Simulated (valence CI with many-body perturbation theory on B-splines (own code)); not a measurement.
# Ti¹⁵⁺: calculated level list

Calculated by relativistic CI+MBPT: five valence electrons over a frozen Dirac-Fock core [He], radial functions for each j: 11 s, 11 p, 10 d, 8 f, 5 g, 2 h, with the one-electron correlation potential Σ1 (screened to all orders), the two-electron term Σ2, the three-electron term Σ3, Breit, model QED; selected single and double excitations, second order for the rest, scaled by the run's own slope (own B-spline code, finite nucleus).

No measured spectrum was set against this ion. As an estimate, levels of excited configurations hold to 0.05 to 0.15 % of their energy, terms of the ground configuration to about 0.5 %. Among the levels kept, up to 5400 cm⁻¹ of a level comes from second order outside the variational space, and about a tenth of that is noise between levels of different J, which matters for small intervals.

Levels 91 to 135 of 199, with energies above the lowest level, 2s²2p³ ⁴S°_3/2. "Leading %" is the weight of the configuration and term that name the level; weights of strongly mixed levels are sums over their largest components and can fall short, so below about 35 % the name and the second component can differ from the true leading terms, or belong to a minority configuration. In the jj column 3d3/2^4 stands for four electrons in 3d with j = 3/2.

```csv
No.,Configuration,Term,J,E (eV),Leading %,Leading jj,Second component,g
91,2s2p³3d,⁶D°,3/2,679.39,98,2s 2p1/2 2p3/2^2 3d3/2 (46 %),,1.862
92,2s2p³3d,⁶D°,5/2,679.42,98,2s 2p1/2 2p3/2^2 3d3/2 (36 %),,1.653
93,2s2p³3d,⁶D°,7/2,679.45,98,2s 2p1/2 2p3/2^2 3d5/2 (31 %),,1.584
94,2s2p³3d,⁶D°,9/2,679.54,99,2s 2p1/2 2p3/2^2 3d5/2 (54 %),,1.552
95,2s2p³3s,²P°,1/2,684.38,94,2s 2p1/2 2p3/2^2 3s (74 %),,0.671
96,2s2p³3s,²P°,3/2,684.94,85,2s 2p3/2^3 3s (47 %),10 % 2s2p³3s ²D°,1.286
97,2s2p³3p,⁴D,1/2,684.98,82,2s 2p1/2^2 2p3/2 3p1/2 (37 %),15 % 2s2p³3p ²P,0.145
98,2s2p³3p,⁴D,3/2,685.03,66,2s 2p1/2 2p3/2^2 3p1/2 (50 %),17 % 2s2p³3p ²P,1.195
99,2s2p³3p,⁴D,5/2,685.87,62,2s 2p1/2 2p3/2^2 3p1/2 (59 %),34 % 2s2p³3p ⁴F,1.251
100,2s2p³3p,⁴F,3/2,686.61,66,2s 2p1/2^2 2p3/2 3p1/2 (39 %),25 % 2s2p³3p ²P,0.690
101,2s2p³3p,⁴D,7/2,686.82,54,2s 2p1/2 2p3/2^2 3p1/2 (64 %),43 % 2s2p³3p ⁴F,1.339
102,2s2p³3p,⁴F,5/2,687.59,55,2s 2p1/2 2p3/2^2 3p3/2 (36 %),39 % 2s2p³3p ⁴D,1.170
103,2s2p³3p,²P,3/2,687.96,45,2s 2p1/2 2p3/2^2 3p3/2 (62 %),30 % 2s2p³3p ⁴D,1.102
104,2s2p³3p,⁴F,7/2,688.24,50,2s 2p1/2 2p3/2^2 3p3/2 (74 %),49 % 2s2p³3p ⁴D,1.330
105,2s2p³3p,⁴F,9/2,688.76,99,2s 2p1/2 2p3/2^2 3p3/2 (99 %),,1.332
106,2s2p³3p,²P,1/2,688.78,81,2s 2p1/2 2p3/2^2 3p3/2 (52 %),14 % 2s2p³3p ⁴D,0.583
107,2s2p³3d,⁴D°,5/2,689.85,97,2s 2p1/2 2p3/2^2 3d5/2 (30 %),,1.368
108,2s2p³3d,⁴D°,3/2,689.93,98,2s 2p1/2 2p3/2^2 3d5/2 (41 %),,1.197
109,2s2p³3d,⁴D°,7/2,690.07,98,2s 2p1/2 2p3/2^2 3d5/2 (30 %),,1.425
110,2s2p³3d,⁴D°,1/2,690.07,99,2s 2p1/2 2p3/2^2 3d5/2 (57 %),,0.007
111,2s2p³3p,²F,5/2,690.27,90,2s 2p1/2 2p3/2^2 3p3/2 (42 %),4 % 2s2p³3p ²D,0.887
112,2s2p³3p,²F,7/2,690.29,93,2s 2p1/2 2p3/2^2 3p3/2 (55 %),,1.157
113,2s2p³3p,⁴P,3/2,694.08,70,2s 2p1/2 2p3/2^2 3p3/2 (52 %),25 % 2s2p³3p ⁴S,1.785
114,2s2p³3p,⁴P,1/2,694.87,97,2s 2p1/2^2 2p3/2 3p3/2 (44 %),,2.640
115,2s2p³3p,⁴P,5/2,695.25,95,2s 2p1/2 2p3/2^2 3p1/2 (59 %),,1.582
116,2s2p³3p,²D,3/2,696.63,77,2s 2p1/2 2p3/2^2 3p3/2 (49 %),17 % 2s2p³3p ²P,0.906
117,2s2p³3p,²D,5/2,697.36,89,2s 2p1/2 2p3/2^2 3p3/2 (74 %),,1.213
118,2s2p³3s,⁴S°,3/2,697.59,89,2s 2p1/2 2p3/2^2 3s (58 %),7 % 2s2p³3s ²P°,1.948
119,2s2p³3p,⁴D,1/2,699.21,86,2s 2p1/2 2p3/2^2 3p1/2 (85 %),12 % 2s2p³3p ²P,0.095
120,2s2p³3p,⁴D,3/2,699.67,87,2s 2p1/2 2p3/2^2 3p1/2 (45 %),,1.175
121,2s2p³3s,²D°,5/2,699.76,95,2s 2p1/2 2p3/2^2 3s (74 %),,1.206
122,2s2p³3s,²D°,3/2,700.00,93,2s 2p1/2 2p3/2^2 3s (69 %),,0.821
123,2s2p³3p,⁴D,5/2,700.15,86,2s 2p1/2 2p3/2^2 3p3/2 (40 %),5 % 2s2p³3p ⁴F,1.341
124,2s2p³3p,⁴S,3/2,700.23,68,2s 2p1/2 2p3/2^2 3p3/2 (41 %),25 % 2s2p³3p ⁴P,1.892
125,2s2p³3p,⁴D,7/2,700.94,87,2s 2p3/2^3 3p3/2 (58 %),6 % 2s2p³3p ⁴F,1.403
126,2s2p³3s,²S°,1/2,701.06,84,2s 2p1/2 2p3/2^2 3s (58 %),11 % 2s2p³3s ²P°,1.831
127,2s2p³3p,²P,1/2,702.48,80,2s 2p1/2 2p3/2^2 3p3/2 (43 %),13 % 2s2p³3p ⁴D,0.688
128,2s2p³3p,⁴P,1/2,703.73,90,2s 2p1/2 2p3/2^2 3p1/2 (57 %),,2.519
129,2s2p³3p,⁴P,3/2,703.94,78,2s 2p1/2 2p3/2^2 3p3/2 (57 %),8 % 2s2p³3p ²D,1.587
130,2s2p³3p,⁴P,5/2,704.16,78,2s 2p1/2 2p3/2^2 3p3/2 (28 %),17 % 2s2p³3p ²D,1.520
131,2s2p³3p,²D,3/2,704.62,56,2s 2p1/2 2p3/2^2 3p3/2 (51 %),20 % 2s2p³3p ²P,1.086
132,2s2p³3p,²P,3/2,705.06,54,2s 2p3/2^3 3p3/2 (43 %),41 % 2s2p³3p ²D,1.104
133,2s2p³3p,²D,5/2,705.88,73,2s 2p3/2^3 3p3/2 (51 %),13 % 2s2p³3p ⁴P,1.245
134,2s2p³3d,⁴F°,3/2,708.80,97,2s 2p1/2 2p3/2^2 3d3/2 (43 %),,0.413
135,2s2p³3d,⁴F°,5/2,709.17,90,2s 2p1/2 2p3/2^2 3d3/2 (53 %),7 % 2s2p³3d ⁴G°,1.003
```

Names give the largest LS component (configuration and term), which can be under half, so a name can repeat, a term be missing and a line seem to break the LS rules; names also repeat where a configuration has a term twice.

Where two levels of one J and parity lie close, their mixing, g and order are uncertain.
